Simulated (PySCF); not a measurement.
1-bromo-3-fluoropropa-1,2-diene (C₃H₂BrF), SMILES C(=C=CF)Br. Coordinates come from a B3LYP-D3(BJ)/def2-SVP optimisation.

Method: B3LYP-D3(BJ)/def2-SVP run with PySCF 2.14.0.

Harmonic wavenumbers (cm⁻¹): 102, 188, 303, 418, 623, 669, 784, 872, 1046, 1175, 1258, 1430, 2074, 3177, 3190. Rotational constants (GHz): 15.54, 1.022, 0.9888; symmetry number 1.

Problem. Work out the zero-point energy and the ideal-gas rigid-rotor harmonic-oscillator thermochemistry at 298.15 K and 1 atm.

Solution. ZPE = ½ Σ hcν = ½ × 17310 cm⁻¹ = 24.75 kcal/mol. H − E(el) = 28.69 kcal/mol. Entropy in cal/(mol K): translation 40.66, rotation 27.42, vibration 9.27, total 77.34. G − E(el) = 5.63 kcal/mol. Cp = 18.77 cal/(mol K). Modes under 150 cm⁻¹ make the vibrational entropy uncertain.
